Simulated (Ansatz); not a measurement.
Mulliken charges of `[SiH3][SiH]1OPS1` from PBE/def2-TZVPP in Ansatz (PBE0-D4/def2-TZVP geometry).

```json
{"atom": "Si1", "x (Å)": "-1.554", "y (Å)": "-0.549", "z (Å)": "-0.237", "charge (e)": "0.080"}
{"atom": "Si2", "x (Å)": "0.430", "y (Å)": "-0.054", "z (Å)": "0.905", "charge (e)": "0.457"}
{"atom": "O3", "x (Å)": "1.782", "y (Å)": "-0.615", "z (Å)": "0.087", "charge (e)": "-0.354"}
{"atom": "P4", "x (Å)": "2.364", "y (Å)": "0.798", "z (Å)": "-0.567", "charge (e)": "0.230"}
{"atom": "S5", "x (Å)": "1.047", "y (Å)": "1.986", "z (Å)": "0.672", "charge (e)": "-0.268"}
{"atom": "H6", "x (Å)": "-2.670", "y (Å)": "0.169", "z (Å)": "0.435", "charge (e)": "-0.034"}
{"atom": "H7", "x (Å)": "-1.834", "y (Å)": "-2.010", "z (Å)": "-0.218", "charge (e)": "-0.036"}
{"atom": "H8", "x (Å)": "-1.443", "y (Å)": "-0.082", "z (Å)": "-1.644", "charge (e)": "-0.033"}
{"atom": "H9", "x (Å)": "0.417", "y (Å)": "-0.521", "z (Å)": "2.315", "charge (e)": "-0.065"}
{"atom": "H10", "x (Å)": "1.544", "y (Å)": "0.825", "z (Å)": "-1.745", "charge (e)": "0.023"}
```

Question: By hand: the dipole of these point charges (1 e Å = 4.8032 D).

Answer: Σ q r = (-0.083, -0.077, -0.090) e Å, of length 0.145 e Å = 0.70 D.

Question: How does the dipole of the full density compare? (Best estimate.)

Answer: Computed: (-0.205, -0.106, -0.050) e Å, 1.13 D; the point charges give 0.62 times that, at 30° from its direction.

Point charges leave out the atoms' own dipoles, such as those of lone pairs, and Mulliken's split depends on the basis, so the two needn't agree.
